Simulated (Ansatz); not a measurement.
`[CH3][Nb]([CH3])(=[O])[OH]`, relaxed with RKS PBE0-D4/def2-TZVP in the Gaussian-basis code of Ansatz from a PBE-D4/def2-SVP geometry. The force threshold is 0.005 eV/Å; the program also tests the step.

The species carries charge 0 and has multiplicity 1. Nb takes the def2 core potential.

Start:

```xyz
12

C    -1.062   -1.521   -0.148
Nb   -0.400    0.477    0.350
C     1.301    0.997   -0.880
O    -1.667    1.537   -0.104
O    -0.044    0.685    2.218
H    -0.340   -2.296    0.192
H    -1.135   -1.576   -1.259
H    -2.065   -1.769    0.257
H     1.039    0.738   -1.932
H     2.211    0.423   -0.596
H     1.545    2.080   -0.863
H     0.617    0.224    2.764
```

(1) How much energy does the relaxation release, and in how many steps? (Best estimate.)

(2) Which bonds change most? (An estimate is asked.)

(3) Give the relaxed structure. (Best estimate.)

Answers

(1) Computed: 0.05 eV, in 6 steps.

(2) The calculation gave: Nb2–O4 from 1.713 to 1.692 Å; C3–H11 from 1.110 to 1.093 Å; C3–H9 from 1.115 to 1.098 Å; C1–H7 from 1.115 to 1.098 Å.

(3) Ansatz gave: 
```xyz
12

C    -1.057   -1.515   -0.155
Nb   -0.401    0.476    0.344
C     1.294    0.991   -0.883
O    -1.654    1.524   -0.095
O    -0.028    0.665    2.196
H    -0.346   -2.274    0.189
H    -1.129   -1.579   -1.249
H    -2.045   -1.748    0.251
H     1.045    0.736   -1.922
H     2.188    0.427   -0.595
H     1.527    2.058   -0.856
H     0.606    0.238    2.774
```
